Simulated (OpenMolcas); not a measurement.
Ta4+ (d1) in a complex was computed by CASSCF with the d shell active (OpenMolcas, ANO-RCC-VDZP on the metal). Its lowest spin-free states, and all those of the highest spin:

```json
{"2S+1": "2", "Degeneracy": "2", "E (cm-1)": "0.0"}
{"2S+1": "2", "Degeneracy": "3", "E (cm-1)": "7293"}
```

**Question.** Is the site octahedral, tetrahedral or cube-like, axial, or of lower symmetry?

**Answer.** The states with 2S+1 = 2 have orbital degeneracies 2, 3. Threefold states need a cubic site. For d1 at this spin an octahedron puts the threefold T2 below the twofold E and a tetrahedron or cube puts the twofold E below the threefold T2, so the site is a tetrahedron or a cube, which this pattern cannot tell apart. The first gap at this spin, 7290 cm-1, is |10Dq| in ligand-field theory. The run had Ta4+ with 4 ligands (iodide) in tetrahedral coordination (Td) at 2.68 Å. Ligand basis ANO-RCC-VDZP.

An orbital doublet at a regular site is open to a Jahn-Teller distortion, which this geometry leaves out. The least metal-like active orbital is 68 % on the metal (Löwdin) and no ligand orbital is active, so the numbers are rough. With metal d orbitals alone the field can be off either way by tens of per cent. Ligand-to-metal charge-transfer states are missing. No measured value stands beside these numbers; the geometry was imposed, not optimised, and the real ion may take another.
